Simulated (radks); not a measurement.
Values are calculated unless marked as measured or tabulated.
Valence configurations of neutral hafnium (all share [Xe]). Code: a radial shooting solver on a logarithmic mesh with Libxc functionals. Model: scalar-relativistic Kohn-Sham, LDA (Slater exchange, Perdew-Wang correlation), spin-polarised, spherical densities, point nucleus; open shells are filled with parallel spins first (spin-orbit coupling, left out, can overturn this in heavy ions). Energies are relative to 4f14 5d2 6s2; eigenvalues in eV for spin up.

| valence | E (eV) | moment (Bohr magnetons) | e(4f) | e(5d) | e(6p) | e(6s) |
|---|---|---|---|---|---|---|
| 4f14 5d2 6s2 | 0.000 | 2 | -16.974 | -3.232 | - | -5.553 |
| 4f14 5d2 6s1 6p1 | 2.821 | 4 | -18.297 | -4.527 | -2.483 | -6.699 |
| 4f13 5d3 6s2 | 16.571 | 4 | -25.156 | -4.472 | - | -5.904 |
| 4f13 5d2 6s2 6p1 | 20.113 | 4 | -28.956 | -7.011 | -2.705 | -7.475 |
| 4f14 5d2.5 6s1.5 | 0.734 | 3 | -16.133 | -2.912 | - | -5.481 |
| 4f14 5d2 6p2 | 7.132 | 4 | -19.672 | -5.582 | -3.051 | - |
| 4f12 5d2 6s2 6p2 | 50.814 | 6 | -42.203 | -11.297 | -3.748 | -9.383 |
| 4f14 5d2 6s1.5 6p0.5 | 1.514 | 3 | -17.685 | -3.924 | -2.090 | -6.171 |
| 4f14 5d1 6s2 6p1 | 2.236 | 2 | -20.469 | -5.474 | -2.584 | -7.013 |
| 4f13.5 5d2 6s2 6p0.5 | 8.812 | 3 | -22.779 | -5.038 | -2.165 | -6.509 |

NIST lists [Xe] 4f14 5d2 6s2 as the ground configuration; this level of theory agrees among the configurations tried. The energies are those of spherical high-spin densities, not of single terms.
